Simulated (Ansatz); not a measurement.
ZrFCl3 (ZrCl3F), 5 atoms. Hardware: 4 threads of Arm Neoverse V2 on a shared host.

In the def2 sets Zr takes a core potential; there is no spin–orbit coupling. Correlated methods freeze 16 core orbitals; core or outer-core shells of Zr are correlated, in sets that lack core-valence functions.

Problem. How many basis functions does each of these Ansatz runs have, and roughly what does it cost? PBE0-D4/def2-TZVPD, charge 0 singlet, energy, from earlier orbitals; r2SCAN-D4/def2-TZVP, charge 0 triplet at the geometry of the charge 0 singlet, energy, from earlier orbitals; PBE0-D4/def2-TZVP, charge 0 singlet, energy, from earlier orbitals; PBE0-D4/def2-SVP, charge 0 singlet, energy, from earlier orbitals; PBE-D4/def2-TZVP, charge 1 doublet at the geometry of the charge 0 singlet, energy, from earlier orbitals; CCSD(T)/def2-TZVP, charge 0 singlet, energy, from earlier orbitals; PBE0-D4/def2-TZVPD, charge -1 doublet at the geometry of the charge 0 singlet, energy, from earlier orbitals; LDA (SPW92)/def2-TZVP, charge 0 singlet, energy, from earlier orbitals; PBE0-D4/def2-SVP, charge -1 doublet at the geometry of the charge 0 singlet, energy with a search over starts; PBE0-D4/def2-SVP, charge 1 doublet at the geometry of the charge 0 singlet, energy with a search over starts; PBE0-D4/def2-SVPD, charge -1 doublet, relaxation, 14 steps; PBE-D4/def2-TZVPD, charge -1 doublet at the geometry of the charge 0 singlet, energy, from earlier orbitals.

Solution. Other jobs shared the machine, so times can vary by a factor of up to 3. A dash marks memory too small to be measured apart from the calling script's.

| run | functions | fitting or Cholesky vectors | wall time | peak host memory (GiB) |
| --- | --- | --- | --- | --- |
| LDA (SPW92)/def2-TZVP, charge 0 singlet, energy, from earlier orbitals | 182 | 1245 | 1 s | – |
| PBE0-D4/def2-SVP, charge 0 singlet, energy, from earlier orbitals | 99 | 930 | 1.5 s | – |
| PBE0-D4/def2-TZVP, charge 0 singlet, energy, from earlier orbitals | 182 | 1359 | 2.6 s | – |
| PBE-D4/def2-TZVP, charge 1 doublet at the geometry of the charge 0 singlet, energy, from earlier orbitals | 182 | 1245 | 4 s | – |
| PBE0-D4/def2-TZVPD, charge 0 singlet, energy, from earlier orbitals | 218 | 1520 | 4 s | 0.69 |
| PBE0-D4/def2-SVP, charge 1 doublet at the geometry of the charge 0 singlet, energy with a search over starts | 99 | 930 | 5.5 s | – |
| PBE-D4/def2-TZVPD, charge -1 doublet at the geometry of the charge 0 singlet, energy, from earlier orbitals | 218 | 1358 | 13 s | 0.68 |
| PBE0-D4/def2-TZVPD, charge -1 doublet at the geometry of the charge 0 singlet, energy, from earlier orbitals | 218 | 1520 | 21 s | 1.3 |
| r2SCAN-D4/def2-TZVP, charge 0 triplet at the geometry of the charge 0 singlet, energy, from earlier orbitals | 182 | 1245 | 24 s | 0.56 |
| PBE0-D4/def2-SVP, charge -1 doublet at the geometry of the charge 0 singlet, energy with a search over starts | 99 | 930 | 24 s | – |
| CCSD(T)/def2-TZVP, charge 0 singlet, energy, from earlier orbitals | 182 | 1215 | 68 s | 2 |
| PBE0-D4/def2-SVPD, charge -1 doublet, relaxation, 14 steps | 138 | 1375 | 1.7 min | 0.63 |
